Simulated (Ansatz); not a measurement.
Species: sum formula SiN2H5, charge 0, multiplicity 2. It need not be the lowest isomer of its formula. SMILES: N[SiH]N
Structure (B3LYP-D3(BJ)/def2-TZVP (Ansatz, a first-principles code) minimum search):
```
Si
N 1 1.7175
H 2 1.0053 1 122.63
H 2 1.0091 3 113.01 1 165.92
N 1 1.7264 2 106.03 3 -156.65
H 5 1.0085 1 120.10 2 -157.18
H 5 1.0087 6 111.48 1 149.20
H 1 1.5016 2 116.64 3 88.94
```
Charge 0, spin multiplicity 2.

Computed values are from Ansatz. Cores are frozen in the correlated levels unless marked. Open shells are spin-unrestricted. No spin-orbit coupling. No relativistic terms. CBS(X,Y): correlation extrapolated as X^-3; Hartree-Fock from the larger set.

What is the total energy at CCSD(T)/CBS(aug-cc-pV(T+d)Z,aug-cc-pV(Q+d)Z)?

-401.4861 Eh.

What is the atomisation energy De at CCSD(T)/CBS(aug-cc-pV(T+d)Z,aug-cc-pV(Q+d)Z)?

619.5 kcal/mol.

What is the dipole moment at CCSD(T)/aug-cc-pV(D+d)Z?

1.05 D.

What is the T1 diagnostic at CCSD/aug-cc-pV(Q+d)Z?

0.014.
